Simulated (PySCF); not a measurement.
**Polarisability and C₆ of Mn(2+) (manganese, charge +2)**

[Ar] 3d5, high-spin 6S determinant. All numbers are calculated (PySCF 2.14, the non-relativistic Hamiltonian (point nucleus), in aug-cc-pVQZ (9s8p6d4f3g2h, 140 functions)). Coupled (time-dependent) response in atomic units; α is the mean over directions.

```tsv
method	mean α (bohr³)	C₆ (like pair)	S(−4)
PBE0	3.766	11.08	7.845
```

S(−4) is the Cauchy moment in α(ω) = α(0) + S(−4) ω² + …

α(iu) at PBE0:

| u (hartree) | α(iu) (bohr³) |
| --- | --- |
| 0 | 3.766 |
| 0.0500 | 3.746 |
| 0.100 | 3.690 |
| 0.200 | 3.494 |
| 0.300 | 3.239 |
| 0.500 | 2.733 |
| 0.750 | 2.237 |
| 1.00 | 1.872 |
| 1.50 | 1.370 |
| 2.00 | 1.043 |
| 3.00 | 0.6572 |
| 5.00 | 0.3280 |

For an ion, C₆ is the dispersion term alone; charge-induced terms of lower order in 1/R come first.
